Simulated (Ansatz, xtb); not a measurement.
## Two isomers of C4HClN2S

We compare a, `N#Cc1ncc(Cl)s1`, a singlet, with b, `N#Cc1scnc1Cl`, a singlet. Both are isolated molecules in the gas phase, relaxed with PBE0-D3(BJ)/def2-SVP.

Q: Estimate E(b) − E(a) at the level CCSD(T)/def2-SVP + ΔMP2/def2-TZVPP.

A: Calculated at CCSD(T)/def2-SVP + ΔMP2/def2-TZVPP: E(b) − E(a) = −0.205 eV, so structure b lies lower.

The same difference at several levels:

```tsv
level	geometry	E(b) − E(a) (eV)	departure from the last row (eV)	job, with rough time for the two
GFN2-xTB	GFN2-xTB	−0.135	+0.069	optimisation, 0.24 s
HF/STO-3G	GFN2-xTB	−0.152	+0.053	single point, 1.1 s
r2SCAN-D4/def2-SVP	GFN2-xTB	−0.212	−0.008	single point, 6.7 s
PBE0-D3(BJ)/def2-SVP	PBE0-D3(BJ)/def2-SVP	−0.219	−0.014	optimisation, 84 s
HF/def2-SVP	PBE0-D3(BJ)/def2-SVP	−0.264	−0.060	part of the CCSD(T) run
MP2/def2-SVP	PBE0-D3(BJ)/def2-SVP	−0.196	+0.008	part of the CCSD(T) run
CCSD(T)/def2-SVP	PBE0-D3(BJ)/def2-SVP	−0.220	−0.015	single point
CCSD(T)/def2-SVP + ΔMP2/def2-TZVPP	PBE0-D3(BJ)/def2-SVP	−0.205		single point, 1.8 min
```

As drawn, both hold the same kinds of bond in the same numbers.

None of the levels shown reverses the order. The largest departure from CCSD(T)/def2-SVP + ΔMP2/def2-TZVPP is that of GFN2-xTB, 0.069 eV. The last row adds to CCSD(T) the change of the MP2 difference between the two basis sets, here +0.015 eV.

With thermal terms from frequencies at re-optimised GFN2-xTB minima (ideal gas, soft modes damped towards free rotors, one conformer each, 298.15 K, 1 atm): on the last row, ΔE + ΔZPE = −0.203, ΔH = −0.204, ΔG = −0.203 eV.

The correlated steps freeze 16 core orbitals. Codes used: Ansatz 0.2.0, xtb 6.7.1; the last row on 2 threads of Intel(R) Xeon(R) Processor @ 2.70GHz on a shared host.
